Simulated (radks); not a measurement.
Valence configurations of V III (all share [Ar]). Method: Dirac Kohn-Sham, PBE, spin-unpolarised, spherical densities, point nucleus; open shells fill j = l - 1/2 first; computed with a radial shooting solver on a logarithmic mesh with Libxc functionals. Energies are relative to 3d3; eigenvalues in eV.

valence,E (eV),e(3d3/2),e(4p1/2),e(4p3/2),e(4s1/2)
3d3,0.000,-21.336,-,-,-
3d2.5 4p0.5,4.623,-24.451,-14.189,-,-
3d1.5 4p1.5,17.120,-31.272,-16.401,-,-
3d2 4s1,5.126,-26.722,-,-,-19.879
3d2 4p1,10.296,-27.773,-15.311,-,-
3d1 4p2,25.200,-34.925,-17.444,-,-
3d1 4s1 4p1,19.545,-33.941,-16.957,-,-22.594
4p3,45.627,-,-19.446,-19.317,-
3d0.5 4p2.5,34.691,-38.741,-18.460,-18.341,-
4s1 4p2,39.344,-,-19.006,-,-25.140

NIST lists [Ar] 3d3 as the ground configuration; this level of theory agrees among the configurations tried. The energies are those of spherical spin-averaged densities, not of single terms.
